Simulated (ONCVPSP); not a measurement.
Logarithmic derivatives: molybdenum (Mo), ONCV

Mo, optimised norm-conserving Vanderbilt (ONCV), made with ONCVPSP 4.0.1 (PBEsol, scalar-relativistic). Core [Kr], reference 4d5 5s1. Waves: 5s: rc 2.65 bohr, ncon 4, nbas 8, qcut 2.4 1/bohr, 2 projectors, debl 3 Ha; p scattering state at 0.39 Ha: rc 2.65 bohr, ncon 4, nbas 7, qcut 3 1/bohr, 2 projectors, debl 1.1 Ha; 4d: rc 1.75 bohr, ncon 4, nbas 7, qcut 5.2 1/bohr, 2 projectors, debl 1.7 Ha; f scattering state at 0.16 Ha: rc 2.80 bohr, ncon 4, nbas 7, qcut 3.8 1/bohr, 2 projectors, debl 0.6 Ha. Local part: polynomial inside 1.30 bohr (lpopt 5, dvloc0 0 Ha). Core correction: none.

The phase is arctan(r·R′/R) of the radial function R(r), unwrapped; energies in Ha, scanned from -2 to 5 Ha. A pole is an energy at which the radial function vanishes at the test radius. The pseudo phase is shifted by a multiple of π to meet the all-electron one at the reference energy, and phase errors are pseudo minus all-electron; the curves can meet again beyond the range given. Levels narrower than the energy grid can be missing from the lists of poles.

```csv
channel,radius (bohr),reference energy (Ha),"poles, all-electron","poles, pseudo",unbroken range about the reference energy with phases within 0.05 rad,phase error 1 Ha above the reference energy (rad)
s,2.69,-0.15,1.18,"-1.81, 1.16, 4.10",-1.8 to 3.5,-0.004
p,2.69,0.39,"-1.37, 1.77","1.77, 4.45",0.3 to 2.8,+0.000
d,1.77,-0.14,1.16,1.16,the whole range,+0.000
f,2.84,0.16,"1.43, 3.68","1.41, 2.38",below 1.6,-0.002
```

Note: ghosts flagged at negative energy: s at -49.6 eV; GHOST(+) flagged for p at 7.3 eV, s at 113.1 eV. A true bound ghost makes a file unfit for plane-wave use.

Phases in the d channel:

```csv
E (Ha),all-electron,pseudo
-1.98,1.091,1.092
-1.62,0.982,0.982
-1.26,0.786,0.786
-0.90,0.381,0.381
-0.54,-0.351,-0.351
-0.18,-0.959,-0.959
0.18,-1.258,-1.258
0.54,-1.416,-1.416
0.90,-1.516,-1.516
1.26,-1.591,-1.591
1.62,-1.655,-1.655
1.98,-1.718,-1.718
2.34,-1.788,-1.788
2.70,-1.881,-1.880
3.06,-2.020,-2.019
3.42,-2.271,-2.267
3.78,-2.789,-2.776
4.14,-3.550,-3.530
4.50,-4.039,-4.025
4.86,-4.273,-4.263
```
